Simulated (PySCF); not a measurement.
Ti(Br)(SH)3 (BrH3S3Ti), SMILES [SH][Ti]([SH])([SH])[Br], multiplicity 1.

Coordinates come from a PBE0-D3(BJ)/def2-SVP optimisation. The multiplicity is an assumed one; other spin states were not compared. Other conformers were not sampled.

Computed with TDA-PBE0/def2-SVPD run with PySCF 2.14.0.

Vertical excitations. Isolated molecule, no solvent.

Computed lowest excited states:
```tsv
state	energy (eV)	λ (nm)	f	main pairs
S1	3.32	374	0.002	HOMO→LUMO 90 %
S2	3.46	358	0.003	HOMO→LUMO+1 48 %, HOMO−1→LUMO+1 20 %, HOMO−1→LUMO 19 %
S3	3.57	347	0.011	HOMO−1→LUMO+1 32 %, HOMO−2→LUMO 22 %, HOMO→LUMO+1 18 %, HOMO−1→LUMO 18 %
S4	3.67	338	0.015	HOMO−1→LUMO 48 %, HOMO−1→LUMO+1 31 %
S5	3.73	332	0.015	HOMO−2→LUMO 35 %, HOMO−2→LUMO+1 30 %, HOMO→LUMO+1 20 %
S6	3.83	323	0.013	HOMO−2→LUMO+1 41 %, HOMO−2→LUMO 22 %, HOMO→LUMO+2 10 %
S7	3.94	315	0.001	HOMO→LUMO+2 69 %
S8	4.09	303	0.002	HOMO→LUMO+3 26 %, HOMO−4→LUMO 24 %, HOMO−5→LUMO 15 %, HOMO−1→LUMO+2 12 %
S9	4.13	300	0.002	HOMO−6→LUMO 23 %, HOMO→LUMO+3 18 %, HOMO−1→LUMO+2 14 %, HOMO−4→LUMO 11 %
S10	4.16	298	0.007	HOMO−3→LUMO+1 23 %, HOMO−5→LUMO+1 13 %, HOMO→LUMO+3 11 %, HOMO−6→LUMO+1 10 %
T1	2.99	414	0	HOMO−1→LUMO 39 %, HOMO→LUMO+1 15 %, HOMO−2→LUMO+1 12 %, HOMO→LUMO 11 %
T2	3.04	408	0	HOMO→LUMO 33 %, HOMO−1→LUMO 29 %, HOMO→LUMO+1 10 %, HOMO−1→LUMO+2 7 %
T3	3.12	397	0	HOMO→LUMO+1 56 %, HOMO→LUMO 28 %
T4	3.31	375	0	HOMO−2→LUMO+1 31 %, HOMO→LUMO 23 %, HOMO−2→LUMO 12 %, HOMO−1→LUMO+1 10 %
```
Triplets are in the Tamm–Dancoff approximation.
